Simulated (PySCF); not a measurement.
C4H4Cl2, SMILES C1C(=C(C1)Cl)Cl.

Geometry: B3LYP-D3(BJ)/def2-SVP.

Level of theory: TDA-PBE/def2-SVPD run with PySCF 2.14.0.

Vertical excitations. Gas-phase values at a fixed geometry. State labels are in the subgroup C2v.

Problem. Give excitation energies, oscillator strengths and character. (An estimate is asked for; the answer gives what the named calculation found.)

Solution. 
| state | symmetry | energy (eV) | λ (nm) | f | main pairs |
|---|---|---|---|---|---|
| S1 | B2 | 5.69 | 218 | 0.001 | HOMO→LUMO+1 98 % |
| S2 | B2 | 5.96 | 208 | 0.019 | HOMO→LUMO+2 99 % |
| S3 | A2 | 6.29 | 197 | 0.000 | HOMO→LUMO+3 94 % |
| S4 | B1 | 6.30 | 197 | 0.328 | HOMO→LUMO 81 % |
| S5 | A2 | 6.42 | 193 | 0.000 | HOMO−1→LUMO 99 % |
| S6 | A2 | 6.63 | 187 | 0.000 | HOMO→LUMO+4 94 % |
| S7 | B2 | 6.68 | 186 | 0.000 | HOMO−2→LUMO 96 % |
| S8 | B2 | 6.89 | 180 | 0.002 | HOMO→LUMO+5 96 % |
| S9 | A1 | 7.10 | 175 | 0.005 | HOMO→LUMO+6 95 % |
| S10 | A1 | 7.30 | 170 | 0.002 | HOMO−1→LUMO+1 95 % |
| T1 | B1 | 3.99 | 311 | 0 | HOMO→LUMO 98 % |
| T2 | B2 | 5.25 | 236 | 0 | HOMO→LUMO+1 99 % |
| T3 | B2 | 5.87 | 211 | 0 | HOMO→LUMO+2 100 % |
| T4 | A2 | 5.95 | 208 | 0 | HOMO→LUMO+3 96 % |
Triplets are in the Tamm–Dancoff approximation.
